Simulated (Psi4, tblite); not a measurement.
Two rigid molecules brought together: C2H6O ··· H4OSi (SMILES COC and O[SiH3]). Monomers: optimised at B3LYP-D3(BJ) (def2-TZVP), held rigid. Orientation: lowest of the rigid-body minima from ten starts at GFN2-xTB. Only R, the distance of the centres of mass, is varied, so the lowest point isn't the relaxed dimer.

Computed with: GFN2-xTB (tblite); SAPT0/jun-cc-pVDZ, frozen core (Psi4).

Interaction energies in kcal/mol:

```
R / Å  GFN2-xTB
-----  --------
2.98      14.36
3.18       0.60
3.40      -4.96
3.61      -6.00
3.80      -5.61
4.05      -4.61
4.31      -3.62
4.61      -2.73
5.11      -1.74
5.79      -0.98
6.79      -0.47
8.07      -0.22
```

Question: What does SAPT0/jun-cc-pVDZ give at the same points?

Answer: 2.98: 10.06; 3.18: -1.33; 3.40: -5.78; 3.61: -6.61; 3.80: -6.21; 4.05: -5.14; 4.31: -3.97; 4.61: -2.88; 5.11: -1.72; 5.79: -0.91; 6.79: -0.42; 8.07: -0.19 (kcal/mol).
